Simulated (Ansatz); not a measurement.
A made-up structure of SiHSeO (charge -1), closed shell:

O1  (-1.116, 0.644, 1.239)
Si2  (-1.283, -0.476, 0.187)
Se3  (0.894, -0.626, -1.104)
H4  (-2.666, -0.792, 0.237)
(Å)

It is relaxed with PBE-D4/def2-SVPD and then PBE0-D4/def2-TZVPD (Ansatz 0.2.0). Atoms count as bonded within 1.22 times the sum of their covalent radii (H–H: 0.88 Å). The end point is not checked to be a true minimum.

**Question.** Does its bonding change? (Judge from chemistry; the calculation decides.)

**Answer.** The calculation gives: No: no bond forms or breaks.

Where it ends: The first stage lowers the energy by 1.56 eV in 6 steps. It ends as SiHSeO ([O][SiH][Se]), total charge -1:
```
4
angstrom
O -1.1869 0.7438 1.4322
Si -1.0907 -0.2370 0.2487
Se 0.4874 -0.7959 -1.0858
H -2.3807 -0.9610 -0.0353
```

Labels in which every atom is bracketed show which atoms are joined, not bond orders.

For scale, one of the runs: PBE0-D4/def2-TZVPD relaxation, 149 basis functions, launched by `ansatz run in.yaml --threads 2 --pin off --events-out ev --progress --plain --max-ram 4352MiB`. The run took about 23 s on 2 CPU threads of an Arm Neoverse V1 (shared host).
